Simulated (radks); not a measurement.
Problem. The osmium ion Os+, 75 electrons, occupied as [Xe] 4f14 5d6 6s0.5 6p0.5 (fractional occupations, a model configuration). All-electron calculation, Dirac Kohn-Sham, PBEsol, spin-unpolarised, spherical densities, finite nucleus; open shells are shared between the two j in proportion to 2j + 1; Fermi nuclear charge, rms radius 5.4126 fm. Program: a radial shooting solver on a logarithmic mesh with Libxc functionals. Some entries of the table are withheld. Estimate them.

orbital      occ.  eigenvalue (hartree)  <1/r> (bohr^-1)  <r^2> (bohr^2)
1s1/2           2             -2709.073            90.38       0.0004338
2s1/2           2                   (1)            22.08        0.006589
2p1/2           2             -451.8549            22.05        0.004686
2p3/2           4             -395.6180            18.31        0.005881
3s1/2           2             -110.0232            8.107         0.04293
3p1/2           2             -101.0796            8.025         0.03928
3p3/2           4             -88.81766            7.053         0.04580
3d3/2           4             -73.78040            6.950             (2)
3d5/2           6             -71.12322            6.724             (3)
4s1/2           2                   (4)            3.418             (5)
4p1/2           2             -19.70341            3.308          0.2164
4p3/2           4             -16.81980            2.970          0.2507
4d3/2           4             -10.64286            2.760          0.2698
4d5/2           6             -10.10867            2.680          0.2825
5s1/2           2                   (6)            1.349           1.139
5p1/2           2              -2.52183            1.221           1.369
4f5/2           6              -2.28882            2.258          0.3767
4f7/2           8              -2.18568            2.225          0.3883
5p3/2           4              -2.07093            1.099           1.633
5d3/2         2.4              -0.57199           0.7692           3.447
5d5/2         3.6              -0.53135           0.7397           3.722
6s1/2         0.5                   (7)           0.4618           8.555
6p1/2    0.166667              -0.30184           0.3664           13.44
6p3/2    0.333333              -0.26551           0.3326           16.10
7s1/2           0              -0.13354           0.1842           52.85

Solution. 
(1) 2s1/2 eigenvalue (hartree): -471.7790
(2) 3d3/2 <r^2> (bohr^2): 0.03534
(3) 3d5/2 <r^2> (bohr^2): 0.03712
(4) 4s1/2 eigenvalue (hartree): -23.46012
(5) 4s1/2 <r^2> (bohr^2): 0.2108
(6) 5s1/2 eigenvalue (hartree): -3.68159
(7) 6s1/2 eigenvalue (hartree): -0.50332
